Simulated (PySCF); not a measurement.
**The third ionisation energy along the 4p block**

Calculated with PySCF 2.14 from differences of total energies of unrestricted determinants, without spin-orbit coupling. Values in eV. The last column holds reference values (NIST; (s) semi-empirical, (t) theoretical, else measured). Unmarked ones compare directly (S terms, centres of terms, or small fine structure); those marked * lie between the lowest fine-structure levels and include a spin-orbit shift.

| element | configurations | UHF | SCS-MP2 (valence) | CCSD(T) (valence) | LDA | PBE | PBE0 | reference |
| --- | --- | --- | --- | --- | --- | --- | --- | --- |
| Ga (aug-cc-pVQZ-DK, spin-free X2C) | [Ar] 3d10 4s1 → [Ar] 3d10 | 29.636 | n/a | n/a | 31.878 | 31.559 | 31.172 | 30.726 |
| Ge (aug-cc-pVQZ-DK, spin-free X2C) | [Ar] 3d10 4s2 → [Ar] 3d10 4s1 | 32.195 | 33.173 | 33.291 | 34.790 | 34.383 | 34.020 | 34.058 |
| As (aug-cc-pVQZ-DK, spin-free X2C) | [Ar] 3d10 4s2 4p1 → [Ar] 3d10 4s2 | 27.487 | 27.770 | 27.866 | 28.243 | 28.076 | 28.111 | 28.349 ± 0.012 * |
| Se (aug-cc-pVQZ-DK, spin-free X2C) | [Ar] 3d10 4s2 4p2 → [Ar] 3d10 4s2 4p1 | 30.997 | 31.352 | 31.479 | 31.751 | 31.562 | 31.627 | 31.697 ± 0.019 * |
| Br (aug-cc-pVQZ-DK, spin-free X2C) | [Ar] 3d10 4s2 4p3 → [Ar] 3d10 4s2 4p2 | 34.645 | 35.055 | 35.202 | 35.305 | 35.120 | 35.232 | 34.871 ± 0.019 * |
| Kr (aug-cc-pVQZ-DK, spin-free X2C) | [Ar] 3d10 4s2 4p4 → [Ar] 3d10 4s2 4p3 | 34.330 | 35.267 | 35.327 | 35.833 | 35.519 | 35.538 | 35.838 ± 0.02 * |

"Valence" correlates the outer s and p shells and, in groups 3 to 12 and the f block, the outer d or f shell, open or full, or the next shell where the ion has no valence electron left; the wider scheme adds the next inner shell.
